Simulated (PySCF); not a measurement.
PySCF 2.14 output of an unrestricted r2SCAN calculation on a single atom or ion in aug-cc-pwCVTZ-PP with ECP60MDF, with a scalar-relativistic core potential:

```
SCF conv_tol = 1e-09
number electrons alpha = 10  beta = 9
    J. W. Furness, A. D. Kaplan, J. Ning, J. P. Perdew, and J. Sun.,  J. Phys. Chem. Lett. 11, 8208-8215 (2020)
    J. W. Furness, A. D. Kaplan, J. Ning, J. P. Perdew, and J. Sun.,  J. Phys. Chem. Lett. 11, 9248-9248 (2020)
    J. W. Furness, A. D. Kaplan, J. Ning, J. P. Perdew, and J. Sun.,  J. Phys. Chem. Lett. 11, 8208-8215 (2020)
    J. W. Furness, A. D. Kaplan, J. Ning, J. P. Perdew, and J. Sun.,  J. Phys. Chem. Lett. 11, 9248-9248 (2020)
cycle= 1 E= -190.988408534401  delta_E= -0.00693  |g|= 0.00721  |ddm|= 0.404
cycle= 2 E= -190.988440516253  delta_E= -3.2e-05  |g|= 0.0015  |ddm|= 0.054
cycle= 3 E= -190.988441125209  delta_E= -6.09e-07  |g|= 0.000992  |ddm|= 0.00706
cycle= 4 E= -190.988441311399  delta_E= -1.86e-07  |g|= 2.35e-05  |ddm|= 0.00145
cycle= 5 E= -190.988441311574  delta_E= -1.74e-10  |g|= 3.8e-06  |ddm|= 4.67e-05
converged SCF energy = -190.988441311574  <S^2> = 0.75126614  2S+1 = 2.0012657
```

The run itself started from symmetry-adapted Hartree-Fock orbitals and held the occupation by maximum overlap, on a logarithmic radial grid, so the iterations belong to that start.

Question: Which element, charge and spin multiplicity is this?

Answer: Pb³⁺ (lead, charge +3), multiplicity 2; the state was [Xe] 4f14 5d10 6s1, 2S determinant.

Energies and moments cover only the electrons outside the core potential. Spin-orbit coupling, which splits the p, d and f shells strongly at this Z, is absent.
